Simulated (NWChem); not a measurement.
SnSi₂H₈; SMILES [SiH3][SnH2][SiH3]

Not confirmed as a minimum by frequencies. def2 effective core potentials on Sn; no spin-orbit coupling.

Task: Give the equilibrium geometry at PBE0/def2-SVP with def2 effective core potentials on Sn (NWChem) as an XYZ file, with the point group.

Result: point group C2v; any orientation.
```
11

Sn    -0.7228    -0.0056     0.1914
Si     0.6967    -2.1180    -0.1854
Si     0.7140     2.1224     0.0294
H     -1.9777     0.0585    -0.9787
H     -1.4644    -0.0807     1.7381
H      1.7793    -2.1967     0.8429
H     -0.1457    -3.3494    -0.0894
H      1.3290    -2.0744    -1.5395
H      1.3470     2.2102    -1.3223
H     -0.1186     3.3445     0.2491
H      1.7963     2.0883     1.0603
```
